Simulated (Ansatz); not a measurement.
Steps of a relaxation of C$_{2}$H$_{8}$ClNOSn (`C[O][Sn]([CH3])([NH2])[Cl]`) with RKS PBE0-D4/def2-TZVP.

```sh
$ ansatz run in.yaml --threads 2 --pin off --events-out ev --progress --plain --max-ram 32768MiB --backend cuda --devices 0, --max-vram 18GiB
```

```yaml
crystal:
  periodic: [false, false, false]
  atoms:
    - {symbol: C, position_ang: [-0.038690, -1.911580, -1.479620]}
    - {symbol: O, position_ang: [0.597440, -1.236360, -0.434420]}
    - {symbol: Sn, position_ang: [-0.172720, 0.272740, 0.686520]}
    - {symbol: C, position_ang: [-0.382620, 2.152070, -0.424650]}
    - {symbol: N, position_ang: [1.162180, 0.380080, 2.232810]}
    - {symbol: Cl, position_ang: [-2.225220, -0.462920, 1.487170]}
    - {symbol: H, position_ang: [-0.144710, -1.282670, -2.367750]}
    - {symbol: H, position_ang: [-1.023160, -2.288820, -1.193310]}
    - {symbol: H, position_ang: [0.598780, -2.763010, -1.727660]}
    - {symbol: H, position_ang: [-0.513550, 2.947970, 0.296920]}
    - {symbol: H, position_ang: [0.519340, 2.307690, -1.004070]}
    - {symbol: H, position_ang: [-1.248510, 2.080220, -1.073720]}
    - {symbol: H, position_ang: [0.834220, -0.137280, 3.043180]}
    - {symbol: H, position_ang: [2.037210, -0.058120, 1.958600]}
basis:
  gaussian: {orbitals: def2-TZVP}
hamiltonian: {xc: pbe0, dispersion: d4}
relax: {f_tol: 0.005, max_steps: 150}
```

Positions (Å) and forces (eV/Å) along the path, 10 of 23 steps:

```xyz
14
step=1 energy=-24089.9067 eV
C    -0.039   -1.912   -1.480    0.081    0.100    0.164
O     0.597   -1.236   -0.434   -0.227    1.095    0.940
Sn   -0.173    0.273    0.687    0.977   -0.252   -0.780
C    -0.383    2.152   -0.425   -0.014   -0.933    0.450
N     1.162    0.380    2.233   -0.333   -0.063   -0.305
Cl   -2.225   -0.463    1.487   -0.110    0.004    0.048
H    -0.145   -1.283   -2.368   -0.062    0.018   -0.182
H    -1.023   -2.289   -1.193   -0.158   -0.081   -0.025
H     0.599   -2.763   -1.728   -0.066   -0.108   -0.164
H    -0.514    2.948    0.297   -0.024    0.154    0.162
H     0.519    2.308   -1.004    0.169   -0.001   -0.089
H    -1.249    2.080   -1.074   -0.100   -0.019   -0.078
H     0.834   -0.137    3.043   -0.080    0.058   -0.076
H     2.037   -0.058    1.959   -0.053    0.029   -0.065
14
step=3 energy=-24090.0374 eV
C    -0.050   -1.821   -1.464    0.025   -0.047   -0.050
O     0.665   -1.190   -0.432    0.033   -0.049   -0.012
Sn   -0.081    0.249    0.660    0.021   -0.010    0.063
C    -0.371    2.033   -0.439   -0.004    0.035   -0.011
N     1.186    0.389    2.218    0.056   -0.259    0.183
Cl   -2.155   -0.477    1.469    0.004    0.005   -0.010
H    -0.216   -1.158   -2.325    0.003    0.006    0.017
H    -1.025   -2.198   -1.130    0.003    0.005    0.013
H     0.539   -2.677   -1.811   -0.041    0.051    0.007
H    -0.561    2.841    0.266   -0.012    0.022   -0.012
H     0.525    2.254   -1.019   -0.008   -0.021    0.019
H    -1.225    1.916   -1.104   -0.014    0.003   -0.012
H     0.757    0.023    3.068    0.111    0.134   -0.237
H     2.013   -0.183    2.042   -0.177    0.126    0.043
14
step=7 energy=-24090.0544 eV
C    -0.049   -1.787   -1.486    0.000    0.006   -0.009
O     0.672   -1.242   -0.408    0.001   -0.006   -0.007
Sn   -0.054    0.217    0.670    0.001    0.029    0.015
C    -0.387    1.991   -0.442    0.006   -0.029   -0.006
N     1.278    0.350    2.165   -0.004    0.100   -0.164
Cl   -2.131   -0.490    1.505   -0.012   -0.003   -0.016
H    -0.228   -1.055   -2.284    0.000    0.002   -0.003
H    -1.018   -2.196   -1.173   -0.002   -0.002    0.007
H     0.540   -2.605   -1.911    0.000    0.003    0.003
H    -0.639    2.799    0.244   -0.007   -0.004    0.003
H     0.520    2.244   -0.989    0.001   -0.004    0.006
H    -1.210    1.830   -1.136   -0.006    0.006    0.000
H     0.833    0.407    3.069   -0.082    0.042    0.186
H     1.875   -0.464    2.176    0.103   -0.140   -0.014
14
step=9 energy=-24090.0354 eV rejected
C    -0.048   -1.776   -1.495    0.006    0.001   -0.001
O     0.676   -1.241   -0.414    0.003    0.002    0.024
Sn   -0.048    0.207    0.681   -0.093   -0.036   -0.128
C    -0.397    1.977   -0.431    0.033    0.011    0.042
N     1.312    0.313    2.142    0.043   -0.250    0.988
Cl   -2.152   -0.509    1.448    0.014   -0.013    0.015
H    -0.238   -1.031   -2.281   -0.003   -0.004    0.006
H    -1.010   -2.199   -1.183    0.000    0.006    0.003
H     0.548   -2.580   -1.938   -0.006    0.009    0.007
H    -0.652    2.785    0.254   -0.004    0.007   -0.016
H     0.507    2.233   -0.983   -0.003    0.010   -0.003
H    -1.224    1.808   -1.119   -0.001   -0.007    0.004
H     0.928    0.604    3.062    0.416   -0.396   -0.951
H     1.797   -0.590    2.257   -0.405    0.660    0.009
14
step=10 energy=-24090.0580 eV
C    -0.050   -1.779   -1.489   -0.003   -0.006    0.010
O     0.683   -1.230   -0.421   -0.002    0.005    0.023
Sn   -0.048    0.215    0.674   -0.014   -0.030   -0.033
C    -0.392    1.983   -0.438    0.002    0.026    0.029
N     1.297    0.328    2.156    0.049   -0.027    0.029
Cl   -2.136   -0.508    1.473    0.000   -0.007   -0.006
H    -0.237   -1.049   -2.289   -0.001    0.002    0.004
H    -1.015   -2.188   -1.165    0.001    0.002   -0.006
H     0.536   -2.597   -1.918   -0.001    0.002   -0.002
H    -0.652    2.790    0.246   -0.001    0.005   -0.010
H     0.515    2.242   -0.984    0.000    0.000    0.000
H    -1.214    1.816   -1.132    0.002   -0.008    0.000
H     0.888    0.514    3.063    0.009   -0.009   -0.043
H     1.824   -0.537    2.224   -0.042    0.045    0.005
14
step=17 energy=-24090.0611 eV
C    -0.063   -1.804   -1.498   -0.004   -0.001    0.007
O     0.691   -1.238   -0.453   -0.004    0.002   -0.012
Sn   -0.034    0.201    0.650    0.008   -0.002    0.002
C    -0.384    2.003   -0.406    0.000    0.032   -0.002
N     1.331    0.309    2.113   -0.004   -0.042    0.095
Cl   -2.119   -0.567    1.421    0.002    0.002   -0.008
H    -0.280   -1.081   -2.297    0.001   -0.004    0.007
H    -1.015   -2.221   -1.146    0.006    0.004   -0.003
H     0.522   -2.617   -1.935   -0.001   -0.001    0.002
H    -0.723    2.768    0.293    0.006   -0.022   -0.028
H     0.542    2.325   -0.884   -0.032   -0.019    0.019
H    -1.154    1.832   -1.157    0.016    0.010    0.013
H     0.971    0.698    2.977    0.033   -0.030   -0.074
H     1.714   -0.607    2.322   -0.027    0.070   -0.018
14
step=18 energy=-24090.0614 eV
C    -0.066   -1.810   -1.497   -0.007    0.002    0.008
O     0.698   -1.231   -0.467   -0.005    0.002   -0.010
Sn   -0.028    0.201    0.645   -0.015    0.001   -0.006
C    -0.384    2.010   -0.399    0.019    0.041   -0.007
N     1.336    0.303    2.109   -0.012   -0.021    0.094
Cl   -2.118   -0.574    1.395    0.001   -0.006    0.004
H    -0.294   -1.096   -2.301    0.002   -0.007    0.011
H    -1.013   -2.226   -1.130    0.012    0.007   -0.006
H     0.517   -2.626   -1.933    0.000    0.000    0.002
H    -0.741    2.767    0.300    0.013   -0.033   -0.026
H     0.546    2.343   -0.861   -0.040   -0.008    0.013
H    -1.142    1.836   -1.163    0.020    0.003    0.018
H     0.987    0.717    2.967    0.032   -0.039   -0.083
H     1.701   -0.616    2.335   -0.021    0.056   -0.014
14
step=20 energy=-24090.0618 eV
C    -0.069   -1.818   -1.495   -0.006    0.006    0.005
O     0.704   -1.219   -0.482   -0.014   -0.003   -0.011
Sn   -0.028    0.203    0.637    0.004    0.005    0.004
C    -0.380    2.021   -0.393   -0.002    0.022   -0.010
N     1.333    0.299    2.103   -0.001    0.000   -0.010
Cl   -2.115   -0.588    1.380    0.001   -0.001   -0.002
H    -0.312   -1.116   -2.304    0.003   -0.009    0.010
H    -1.007   -2.236   -1.111    0.013    0.006   -0.005
H     0.515   -2.635   -1.927    0.000    0.000    0.001
H    -0.752    2.768    0.309    0.010   -0.020   -0.015
H     0.553    2.364   -0.839   -0.023   -0.009    0.011
H    -1.126    1.850   -1.169    0.014    0.006    0.012
H     0.992    0.726    2.955   -0.003    0.004    0.007
H     1.690   -0.620    2.336    0.005   -0.006    0.003
14
step=21 energy=-24090.0618 eV
C    -0.071   -1.824   -1.493   -0.002    0.009    0.004
O     0.706   -1.213   -0.491   -0.008   -0.004   -0.010
Sn   -0.027    0.206    0.632    0.000   -0.005   -0.004
C    -0.378    2.028   -0.389   -0.004    0.006   -0.006
N     1.333    0.298    2.100    0.005    0.000   -0.017
Cl   -2.113   -0.595    1.366   -0.001    0.003    0.002
H    -0.322   -1.129   -2.307    0.002   -0.008    0.008
H    -1.005   -2.243   -1.100    0.009    0.004   -0.003
H     0.514   -2.642   -1.922    0.001    0.000    0.001
H    -0.760    2.767    0.315    0.003   -0.004   -0.005
H     0.557    2.379   -0.824   -0.006   -0.003    0.005
H    -1.116    1.860   -1.172    0.006    0.001    0.007
H     0.994    0.729    2.950   -0.005    0.005    0.014
H     1.688   -0.620    2.335    0.001   -0.005    0.003
14
step=23 energy=-24090.0619 eV
C    -0.070   -1.826   -1.493    0.003    0.003    0.003
O     0.706   -1.212   -0.493   -0.005   -0.001   -0.003
Sn   -0.027    0.206    0.630    0.000    0.000    0.001
C    -0.379    2.030   -0.388    0.001   -0.002   -0.002
N     1.333    0.297    2.098    0.002    0.001    0.000
Cl   -2.114   -0.590    1.367    0.000    0.000    0.000
H    -0.324   -1.134   -2.307    0.000   -0.001    0.000
H    -1.003   -2.246   -1.098    0.000    0.000    0.000
H     0.516   -2.644   -1.921    0.000    0.000    0.000
H    -0.763    2.768    0.315   -0.001    0.001    0.002
H     0.557    2.383   -0.820    0.002    0.001   -0.001
H    -1.114    1.862   -1.174   -0.001    0.000   -0.001
H     0.994    0.727    2.949    0.000   -0.002    0.000
H     1.688   -0.622    2.332   -0.001    0.001    0.001
```

Run time 54 s (2 threads of an AMD EPYC 7R13 on a shared host and a share of an NVIDIA H100 80 GB); peak host memory 0.93 GiB.
